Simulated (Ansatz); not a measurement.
These are frozen-core CCSD(T)/def2-TZVPP // PBE-D3(BJ)/def2-SVP (Ansatz, a first-principles code) values and carry that method's errors.

Ansatz 0.2 input:
```yaml
crystal:
  periodic: [false, false, false]
  atoms:
    - { symbol: Zn, position_ang: [0.0, 0.0, 0.0] }
    - { symbol: H, position_ang: [0.247267, -1.147668, 1.012874] }
    - { symbol: H, position_ang: [-0.247267, 1.147668, -1.012874] }
basis:
  gaussian: { orbitals: def2-TZVPP }
correlation:
  method: ccsd_t
```

Output:

```
Functional definition: HF
603 factors; integrals over basis functions are off by at most 1.1e-3 eV
mean field evaluation 1: about -48406.7465 eV, gradient 1.1e1 eV
mean field evaluation 2: about -48406.7524 eV, gradient 1.1e1 eV
mean field evaluation 4: about -48407.1458 eV, gradient 2.4e0 eV
mean field evaluation 8: about -48407.1603 eV, gradient 2.8e-5 eV
mean field evaluation 16: about -48407.1600 eV, gradient 3.8e-1 eV
mean field -48407.16027053 eV, -1778.9303283902 hartree, gradient 1.3e-6 eV, S^2 0.000000; 0 other end points of the search recorded, 0 dependent functions left out
5 core orbitals not correlated
reference -48407.16027053 eV, -1778.9303283902 hartree; 11, 11 occupied and 76, 76 virtual orbitals, 603 factors
second order -23.31215212 eV of doubles, -0.00000000 eV of singles
cycle   1  -20.18219729 eV  change     3.1e0 eV  update   1.4e-1
cycle   2  -21.21598104 eV  change    -1.0e0 eV  update   7.3e-2
cycle   3  -21.43390073 eV  change   -2.2e-1 eV  update   2.0e-2
cycle   4  -21.36527623 eV  change    6.9e-2 eV  update   7.4e-3
cycle   5  -21.35082894 eV  change    1.4e-2 eV  update   2.6e-3
cycle   6  -21.35635284 eV  change   -5.5e-3 eV  update   8.9e-4
cycle   7  -21.35680149 eV  change   -4.5e-4 eV  update   2.9e-4
cycle   8  -21.35635236 eV  change    4.5e-4 eV  update   9.8e-5
cycle   9  -21.35643491 eV  change   -8.3e-5 eV  update   3.2e-5
cycle  10  -21.35649812 eV  change   -6.3e-5 eV  update   7.1e-6
cycle  11  -21.35647950 eV  change    1.9e-5 eV  update   4.5e-6
perturbative correction -0.46894058 eV, -0.0172332485 hartree
Total energy: -48428.98569061 eV, -1779.7323977846 hartree
```

Cost: around 3 core-seconds (rough).
